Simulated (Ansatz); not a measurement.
Cd(SMe)(SiH3) (CH6CdSSi), SMILES C[S][Cd][SiH3]. Atoms are numbered in the order given.

```xyz
10

Cd    -0.7024    -0.1051    -0.1525
S      1.3937    -0.0758    -1.2983
C      1.2495    -1.5107    -2.4499
H      1.1264    -2.4623    -1.9136
H      2.1926    -1.5544    -3.0134
H      0.4268    -1.3851    -3.1681
Si    -2.8934    -0.0950     1.0866
H     -3.2516    -1.4701     1.5507
H     -4.0054     0.3978     0.2180
H     -2.8246     0.7900     2.2892
```

Geometry optimised at B3LYP-D3(BJ)/def2-SVP. The structure was generated by enumeration; whether it is a known compound was not checked. The def2 effective core potentials stand for the cores of Cd; spin–orbit coupling is left out. One conformer was computed; it need not be the lowest.

Two levels are set side by side: PBE-D3(BJ)/def2-SVP (Ansatz, an electronic-structure program) and B3LYP-D3(BJ)/def2-SVP (Ansatz). Each level has its own optimised geometry; the coordinates shown are those of the second. Differences are taken from unrounded values.

| quantity | B3LYP-D3(BJ) |
|---|---|
| mean bond length (Å) | 1.615 |
| bond Cd1–S2 (Å) | 2.389 |
| bond Cd1–Si7 (Å) | 2.517 |
| bond S2–C3 (Å) | 1.846 |
| bond C3–H4 (Å) | 1.099 |
| bond C3–H5 (Å) | 1.099 |
| bond C3–H6 (Å) | 1.099 |
| bond Si7–H8 (Å) | 1.495 |
| bond Si7–H9 (Å) | 1.495 |
| bond Si7–H10 (Å) | 1.495 |

### Question
What does PBE-D3(BJ) give, and how far is it from B3LYP-D3(BJ)? (An estimate is asked for; the answer gives what the named calculation found.)

### Answer

```csv
quantity,PBE-D3(BJ),PBE-D3(BJ) minus B3LYP-D3(BJ)
mean bond length (Å),1.620,0.005
bond Cd1–S2 (Å),2.384,-0.005
bond Cd1–Si7 (Å),2.507,-0.010
bond S2–C3 (Å),1.844,-0.001
bond C3–H4 (Å),1.107,0.008
bond C3–H5 (Å),1.107,0.008
bond C3–H6 (Å),1.107,0.008
bond Si7–H8 (Å),1.508,0.013
bond Si7–H9 (Å),1.507,0.013
bond Si7–H10 (Å),1.508,0.013
```

GGA bonds tend to be longer and softer than those of functionals with exact exchange. Differences between two approximate levels are no errors against the true value.
